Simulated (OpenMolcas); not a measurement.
## Pm3+: moving the ligands

Pm3+ with 6 ligands (fluoride) in trigonal prismatic coordination (D3h) at 2.28 Å, a polar angle of 45.7° against the regular 49.1°. A charge of +0.5 e stands 3.2 Å behind each ligand. Ligand basis ANO-RCC-VDZP.

| Item | Value |
| --- | --- |
| Program | OpenMolcas |
| Method | CASSCF |
| Basis | ANO-RCC-VDZP [7s6p4d2f1g] |
| Scalar Hamiltonian | DKH2, point nucleus |
| Active space | 4 electrons in 7 orbitals (4f) |
| State averaging | 2S+1 = 5 even, 35 roots (33 in the spin-orbit step); 2S+1 = 3 even, 117 roots kept (CI in the orbitals of an earlier block, 106 in the spin-orbit step); 2S+1 = 1 even, 75 roots kept (CI in the orbitals of an earlier block, 31 in the spin-orbit step) |
| Spin-orbit coupling | state interaction with AMFI integrals over the reference wave functions |

Runs around this geometry, states (labels of D3, the rotations of D3h). Energies in cm-1 above the lowest state or level, χT in cm3 K/mol.

```json
{"R (Å)": "2.17", "Ground state": "5E", "First state of that spin": "5A1 12.4", "First gap with spin-orbit (degeneracies)": "28.9 (1, 2)", "Width of lowest J": "489", "χT at 300 K": "0.934"}
{"R (Å)": "2.28", "Ground state": "5A1", "First state of that spin": "5E 0.9", "First gap with spin-orbit (degeneracies)": "31.8 (1, 2)", "Width of lowest J": "415", "χT at 300 K": "0.953"}
{"R (Å)": "2.35", "Ground state": "5A1", "First state of that spin": "5E 5.6", "First gap with spin-orbit (degeneracies)": "31.9 (1, 2)", "Width of lowest J": "387", "χT at 300 K": "0.962"}
```

Taking the width of the lowest J multiplet as R^-n, n = -ln(387 / 489) / ln(2.35 / 2.17) = 2.9 between the shortest and longest distance.

The ground state changes within this set.

High states are left out of the spin-orbit mixing, which shifts the levels that they would mix with. Without dynamic correlation the ligand-field splitting of an f shell can come out too small, at times by half. No measured value stands beside these numbers; the geometry was imposed, not optimised, and the real ion may take another.
